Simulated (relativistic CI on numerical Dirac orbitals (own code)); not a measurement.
One change at a time: Sb XXXVI

Base calculation: Dirac-Coulomb-Breit CI, KLI orbitals optimised for each configuration, model QED, unscaled Slater integrals.

Configurations in the expansion (outside the closed core [Ne]): 3s2.3p4, 3s.3p5, 3s2.3p3.3d, 3p6, 3s.3p4.3d, 3p5.3d, 3s.3p3.3d2, 3s2.3p2.3d.4p, 3p5.4s, 3s.3p3.3d.4s, 3p5.4p, 3s2.3p3.4s, 3s2.3p3.4p, 3s2.3p3.4d, 3p4.3d.4p, 3s.3p4.4s, 3s2.3p3.4f, 3s.3p4.4p, 3s.3p4.4d, 3s.3p4.4f, 3s2.3p3.5s, 3s2.3p3.5p, 3s2.3p2.4s.4p, 3s2.3p3.5d, 3s2.3p3.5f, 3s2.3p3.5g, 3s.3p3.4s2, 3s.3p4.5s, 3s2.3p2.3d2, 3s2.3p.3d3, 3s.3p2.3d3, 3s2.3p.3d2.4s, 3s2.3p.3d2.4p, 3s2.3p.3d2.4d, 3p4.3d2, 3p3.3d3, 3p3.3d2.4s, 3p3.3d2.4p, 3p3.3d2.4d, 3s2.3p2.3d.4s, 3s.3p2.3d2.4s, 3s2.3p.3d.4s2, 3s2.3p.3d.4s.4p, 3s2.3p.3d.4s.4d, 3p4.3d.4s, 3p3.3d.4s2, 3p3.3d.4s.4p, 3p3.3d.4s.4d, 3s2.3p2.4s2, 3s.3p2.3d.4s2, 3s2.3p.4s2.4p, 3s2.3p.4s2.4d, 3s2.3p2.4p2, 3s2.3p.3d.4p2, 3s.3p2.3d.4p2, 3s2.3p.4s.4p2, 3s2.3p.4p3, 3s2.3p.4p2.4d, 3s.3p3.4s.4p, 3s.3p2.3d.4s.4p, 3s.3p2.4s2.4p, 3s.3p2.4s.4p2, 3s.3p2.4s.4p.4d. Double excitations out of closed p, d and f shells are left out; levels of such configurations are missing from the list, as are those of other unlisted configurations, and high levels can miss mixing partners. These lack a partner that the ground configuration has and come out too high: 3s2.3p3.4f, 3s.3p4.4p, 3s.3p4.4d, 3s.3p4.4f, 3s2.3p3.5s.

The lowest level and the first level of each name with at least 55 % of one term (blank where a level has no safe partner in the second run):

| Level | Base (cm⁻¹) | Shift (cm⁻¹) |
| --- | --- | --- |
| 3s2.3p4 3P_2 | 0 | 0 |
| 3s2.3p4 1S_0 | 95638 | +6 |
| 3s2.3p4 3P_1 | 461545 | +44 |
| 3s2.3p4 1D_2 | 515017 | +44 |
| 3s2.3p4 3P_0 | 1016313 | +91 |
| 3s2.3p3.3d 3D°_1 | 1493180 | -151 |
| 3s2.3p3.3d 3G°_4 | 1675281 | -264 |
| 3s2.3p3.3d 3G°_5 | 1782948 | -275 |
| 3s.3p4.3d 5F_5 | 2507952 | +535 |

At this charge energies of transitions that change n are usually good to better than 1 %, and those within a shell (Δn = 0) to a few per cent.

One thing was changed in a second run, which moved the levels as shown. Which?
A. Breit term removed
B. QED terms removed
C. one mean potential for all configurations
D. configuration mixing switched off

C. One mean potential for all configurations. One potential for all configurations removes the relaxation of the orbitals, which moves whole configurations and changes the integrals a little.

LS names give the leading component of a level, which can be under half, so a name can repeat, a term be missing and a line seem to break the LS rules.
